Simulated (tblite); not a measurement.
Species: C₈H₁₁PSi.
Structure used (GFN2-xTB), in Å, numbered top down from 1:
```xyz
21
C8H11PSi angstrom
Si     3.5097   -0.1209    0.9611
C      1.8959   -0.7063    0.1712
P      1.7686   -0.6886   -1.6805
C      0.9467    0.3354   -0.3554
C     -0.5099    0.2800   -0.1427
C     -1.2438    1.4644   -0.1743
C     -2.6109    1.4564    0.0268
C     -3.2737    0.2644    0.2654
C     -2.5570   -0.9197    0.2958
C     -1.1901   -0.9121    0.0924
H      3.1700    0.5858    2.2001
H      4.1948    0.7871    0.0413
H      4.3354   -1.2937    1.2462
H      1.4320   -1.5676    0.6399
H      0.7388   -1.6376   -1.7551
H      1.3356    1.3522   -0.3416
H     -0.7326    2.3989   -0.3589
H     -3.1608    2.3857   -0.0015
H     -4.3414    0.2577    0.4265
H     -3.0658   -1.8551    0.4793
H     -0.6506   -1.8493    0.1183
```

Method: GFN2-xTB as coded in tblite; computed harmonic values from a numerical Hessian at the method's own geometry, unscaled. Against measured fundamentals such values can be off by several per cent, at times by over 20. Modes of hydrogen on phosphorus and silicon can be 10 to 20 % off. One conformer, not necessarily the lowest.

Harmonic wavenumbers (cm⁻¹): 45.3, 74.8, 80.1, 132.6, 157.9, 222.7, 258.0, 351.5, 372.3, 474.6, 506.3, 517.2, 555.3, 589.4, 621.5, 650.2, 671.8, 685.4, 760.3, 762.6, 781.8, 784.7, 833.3, 844.2, 869.6, 892.3, 894.6, 925.7, 929.7, 965.1, 988.4, 1018.2, 1087.6, 1113.1, 1145.9, 1173.1, 1182.9, 1205.0, 1223.7, 1288.4, 1324.1, 1348.2, 1440.2, 1478.7, 1585.8, 1600.3, 2235.5, 2244.1, 2271.2, 2276.1, 2978.5, 3008.6, 3056.7, 3068.3, 3075.8, 3081.9, 3093.4.

A = 2144, B = 502.8, C = 481.3 MHz; mass 166.037 u (most abundant isotopes); point group C1, symmetry number 1.

Problem. What is the zero-point energy?

Solution. ½Σν̃ = 33902 cm⁻¹ = 405.56 kJ/mol.

Problem. What is S at 298.15 K and 1 bar for an ideal gas of classical rigid rotors and harmonic oscillators?

Solution. Translation 172.61, rotation 128.89, vibration 131.46: S = 433.0 J/(mol K).

Problem. And Cp and H(298.15 K) − H(0)?

Solution. Cp = 183.64 J/(mol K), of which vibrations give 150.38 (their classical limit is 57 R = 473.9); H(298.15 K) − H(0) = 30.95 kJ/mol without the zero-point energy, 21.04 from vibrations.

Problem. Blend soft modes into free rotors: weight 1/[1 + (100 cm⁻¹/ν̃)⁴] for the oscillator and the rest for a rotor with moment μB/(μ + B), μ = h/(8π²ν), B = 10⁻⁴⁴ kg m². What vibrational entropy results?

Solution. 120.39 J/(mol K) in place of 131.46, which changes −T·S at 298.15 K by +3.30 kJ/mol.

Problem. What must be added to the electronic energy to get the Gibbs energy at 298.15 K and 1 bar?

Solution. ZPE + [H(298.15 K) − H(0)] − T·S = 405.56 + 30.95 − 129.09 = 307.42 kJ/mol.

Hindered rotation and anharmonicity are outside this model. Other conformers, if any are populated, would add a mixing term that is left out. The structure is chiral; the term R ln 2 for an equal mix with its mirror image is left out.

The run took 1.1 s on Arm Neoverse V1, one thread, no GPU, shared host. This covers the Hessian and the dipole derivatives.
